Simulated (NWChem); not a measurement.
# AlN₂H₄F; SMILES [NH2][Al]([NH2])[F]

```xyz
8

Al     0.0000     0.0000     0.0224
F      0.0000     0.0000     1.6900
N     -1.5585     0.0000    -0.8030
H     -1.7019     0.0000    -1.8052
H     -2.4509     0.0000    -0.3239
N      1.5585     0.0000    -0.8030
H      1.7019     0.0000    -1.8052
H      2.4509     0.0000    -0.3239
```
Atoms are numbered in this order, from 1.

Structure relaxed at the PBE0/def2-SVP level.

Symmetry labels are those of C2v in the frame above (b1 and b2, or b-type labels, depend on it).

Task: List the 6 lowest vertical singlet excitations from PBE0/def2-SVP, full TDDFT (NWChem).

Result: 
| state | energy (eV) | oscillator strength | symmetry | leading excitation (squared amplitude) |
|---|---|---|---|---|
| S1 | 5.61 | 0.000 | a2 | HOMO → LUMO (0.99) |
| S2 | 6.40 | 0.133 | b2 | HOMO−1 → LUMO (0.98) |
| S3 | 7.59 | 0.138 | b1 | HOMO → LUMO+1 (0.95) |
| S4 | 7.83 | 0.000 | a2 | HOMO → LUMO+3 (0.95) |
| S5 | 7.83 | 0.006 | b2 | HOMO → LUMO+2 (0.91) |
| S6 | 8.11 | 0.049 | a1 | HOMO−1 → LUMO+1 (0.97) |
